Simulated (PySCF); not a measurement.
## One reaction down a group: Mg, Sr, Ba

The same gas-phase reaction for Mg, Sr, Ba:
- MgF2 + Cl → MgCl + 2 F
- SrF2 + Cl → SrCl + 2 F
- BaF2 + Cl → BaCl + 2 F

Computed with PySCF and rigid-rotor harmonic-oscillator thermochemistry at 1 bar. S°(298 K) at PBE0/def2-TZVP differs from the NASA 1993 table for MgF2 (-10 J/mol/K), BaF2 (-6 J/mol/K); whether the harmonic model or the table's entry is off was not settled. † marks an energy on the PBE0/def2-TZVP geometry and frequencies. Open shells (unrestricted): Cl (multiplicity 2, electronic degeneracy 6), MgCl (multiplicity 2), F (multiplicity 2, electronic degeneracy 6), SrCl (multiplicity 2), BaCl (multiplicity 2); the rest are closed-shell singlets. Spin-orbit splitting is ignored; it lowers the true energy and changes the entropy of Cl, F. B3LYP is the form with VWN-RPA correlation. Ba, Sr: scalar-relativistic def2 core potential, no spin-orbit coupling. The harmonic model lacks anharmonicity and excited electronic states, which grow with temperature; levels with a mode under 35 cm⁻¹ are left out. Soft modes under 120 cm⁻¹ make the harmonic entropy rough for SrF2, BaF2.

ΔH°(298 K) in kJ, by level:

```csv
level,Mg,Sr,Ba
ωB97M-V/def2-TZVP†,689.9,668.9,688.2
r2SCAN/def2-TZVP†,673.8,669.2,687.5
ωB97X-V/def2-TZVP†,687.1,674.8,695.9
BLYP/def2-TZVP†,713.0,700.9,716.3
B3LYP/def2-TZVP†,685.9,668.5,684.8
PBE0/def2-QZVP†,666.7,657.4,672.4
```

At ωB97M-V/def2-TZVP†, ΔH° is not monotonic: it is lowest for Sr and highest for Mg, over a range of 21.0 kJ; the steps are -21.0, +19.3 kJ. 2 of the 6 levels shown give the same order; r2SCAN/def2-TZVP†, ωB97X-V/def2-TZVP†, BLYP/def2-TZVP†, PBE0/def2-QZVP† order the members differently. The levels scatter most for Mg (46.3 kJ between the highest and the lowest) and least for Sr (43.5 kJ). ΔS°(298 K) runs from 116.4 to 139.1 J/K, so TΔS° at 298 K spreads over 6.8 kJ among the members, against 21.0 kJ for ΔH°.

Free energies at ωB97M-V/def2-TZVP†:

| member | ΔS°(298 K), J/K | ΔG°(298 K), kJ | ΔG°(2500 K), kJ | ΔG° changes sign |
|---|---|---|---|---|
| Mg | 139.1 | 648 | 345 | none from 298 to 2500 K |
| Sr | 117.5 | 634 | 370 | none from 298 to 2500 K |
| Ba | 116.4 | 653 | 393 | none from 298 to 2500 K |

The NASA 1993 table, where it holds all species, gives ΔH°(298 K) = 721 kJ for Mg, 680 kJ for Sr, 699 kJ for Ba; its entries are part measured, part old estimates, and weren't checked at source. After a fit of one offset per element over all species, the range-separated, M06-2X, PBE0/def2-QZVP and CCSD(T)/def2-TZVPP enthalpies, where run, lie to one side of the table for MgCl (-24 kJ/mol): a fault of the table's entry, another state or a shared error of the levels is possible; this was not checked at source.
